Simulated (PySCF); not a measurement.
Isomers of C6H5ClS. Method used: PySCF, PBE0-D3(BJ)/def2-SVP geometry optimisation, gas phase. One conformer each; no zero-point energy, no entropy. No frequencies were run at this level. Point groups hold within 0.08 Å.

Question: Order them by energy at this level, lowest first, and give relative energies in kcal/mol.
A. `[SH:1][c:2]1[cH:3][cH:4][cH:5][c:6]([Cl:7])[cH:8]1` with H–S1–C2–C3 180° (3-chlorothiophenol)
B. `[SH:1][c:2]1[cH:3][cH:4][c:5]([Cl:6])[cH:7][cH:8]1` with H–S1–C2–C3 0° (4-chlorothiophenol)

Answer: A (0.0), B (0.2).

Neighbours under 2.5 kcal/mol apart (Sc1cccc(Cl)c1 and Sc1ccc(Cl)cc1) can change places with a better method, another conformer or zero-point energy.

| SMILES | E (Eh) | E rel (kcal/mol) | dipole (D) | point group | A, B, C (MHz) |
| --- | --- | --- | --- | --- | --- |
| Sc1cccc(Cl)c1 | -1089.05435 | 0.0 | 0.51 | Cs | 2838, 863.8, 662.2 |
| Sc1ccc(Cl)cc1 | -1089.05397 | 0.2 | 1.37 | Cs | 5589, 674.0, 601.5 |

Q: As an exercise, what shares would exp(−E/RT) give at 298.15 K from these electronic energies alone (no entropy, no degeneracies)?

A: RT = 0.592 kcal/mol: Sc1cccc(Cl)c1 60.1 %, Sc1ccc(Cl)cc1 39.9 %.
